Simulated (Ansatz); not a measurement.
Geometry optimisation, RHF/def2-SVP in Ansatz 0.2.0.

Input:

```yaml
crystal:
  periodic: [false, false, false]
  atoms:
    - { symbol: W, position_ang: [0.0, 0.0, 0.0] }
    - { symbol: O, position_ang: [0.0, 0.0, 2.29] }
    - { symbol: H, position_ang: [-0.9095, -0.2814, 2.6271] }
    - { symbol: Cl, position_ang: [2.39, 0.0, 0.0] }
    - { symbol: Cl, position_ang: [0.0, 2.39, 0.0] }
    - { symbol: Cl, position_ang: [-2.39, 0.0, 0.0] }
    - { symbol: Cl, position_ang: [0.0, -2.39, 0.0] }
    - { symbol: Cl, position_ang: [0.0, 0.0, -2.39] }
    - { symbol: F, position_ang: [1.4129, 1.4719, 0.6779] }
    - { symbol: H, position_ang: [0.9245, 0.9631, 1.8084] }
basis:
  gaussian: { orbitals: def2-SVP }
hamiltonian:
  xc: hf
relax:
  f_tol: 0.15
  max_steps: 25
  restrain:
    - { distance: [0, 8], at: 1.85, k: 30.0 }
    - { distance: [9, 1], at: 1.01, k: 30.0 }
    - { distance: [0, 1], at: 3.14, k: 30.0 }
    - { distance: [9, 8], at: 2.12, k: 30.0 }
```

Run as:

```bash
$ ansatz run input.yaml --threads 4 --pin off --max-ram 5120MiB --backend cpu --events-out ev --progress --plain --runs-dir out
```

Question: Where does it end, and by what steps?

Answer: The forces met the threshold. The restraints hold the end off the free minimum. After 18 steps the energy has fallen by 8.503 eV (the restraints' own energy left out); F9 moved furthest, 1.20 Å. Parted: W1–O2 (2.29 → 3.13 Å). Joined: O2–H10 (1.42 → 0.97 Å).

```
step  energy less start (eV)  largest force component (eV/Å)  accepted
   0                  0.0000                           5.123       yes
   1                 -1.6216                           5.153       yes
   2                 -3.1733                           4.870       yes
   3                 -4.9793                           5.081       yes
   4                 -6.5359                           5.360       yes
   5                 -7.4960                           4.497       yes
   6                 -7.5984                           3.864       yes
   7                 -7.8096                           3.195       yes
   8                 -7.8110                           3.402       yes
   9                 -8.0755                           3.877       yes
  10                 -8.2358                           3.782       yes
  11                 -8.3777                           3.847       yes
  12                 -8.4627                           3.876       yes
  13                 -8.4611                           4.003       yes
  14                 -8.4898                           3.806       yes
  15                 -8.4930                           3.783       yes
  16                 -8.4956                           3.823       yes
  17                 -8.4994                           3.847       yes
  18                 -8.5029                           3.793       yes
```

```xyz
10
Properties=species:S:1:pos:R:3
W 0.173 -0.422 -0.354
O 0.330 0.140 2.724
H -0.475 -0.010 3.201
Cl 2.402 -0.461 0.165
Cl 0.401 3.004 -0.448
Cl -2.004 -0.228 0.402
Cl -0.003 -2.713 -0.771
Cl 0.078 0.359 -2.526
F 0.284 1.454 0.265
H 0.243 1.032 2.356
```

Run time: 2.5 min on 4 threads of Intel(R) Xeon(R) Platinum 8259CL CPU @ 2.50GHz (Skylake/Cascade Lake), on a shared host, peak memory 0.68 GiB.
